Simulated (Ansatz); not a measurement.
`FC1=C[NH][AlH][O]1`, relaxed with RKS PBE-D4/def2-SVP in Ansatz from a rough embedded geometry. The force threshold is 0.03 eV/Å; the program also tests the step.

Total charge 0; spin multiplicity 1.

Start:

```xyz
9

F    -2.265   -1.206    0.652
C    -1.174   -0.420    0.294
C     0.067   -0.964    0.268
N     1.093   -0.215   -0.172
Al    0.354    1.458   -0.505
O    -1.328    0.941   -0.055
H     0.171   -2.035    0.511
H     2.113   -0.491   -0.180
H     0.970    2.932   -0.814
```

Task: By how much does the energy fall, and how many steps does the optimiser take? (Estimate.)

Result: The calculation gave: 47.70 kJ/mol, in 5 steps.

Task: Which bonds change most? (Best estimate.)

Result: Computed: C2–O6 from 1.413 to 1.340 Å; C3–N4 from 1.344 to 1.417 Å; F1–C2 from 1.391 to 1.336 Å; N4–Al5 from 1.859 to 1.805 Å.

Task: Give the relaxed structure. (Best estimate.)

Result: Ansatz gave: 
```xyz
9

F    -2.299   -1.026    0.607
C    -1.152   -0.421    0.281
C     0.071   -1.023    0.248
N     1.122   -0.151   -0.130
Al    0.383    1.467   -0.432
O    -1.255    0.878   -0.031
H     0.249   -2.079    0.486
H     2.055   -0.560   -0.166
H     0.826    2.914   -0.863
```
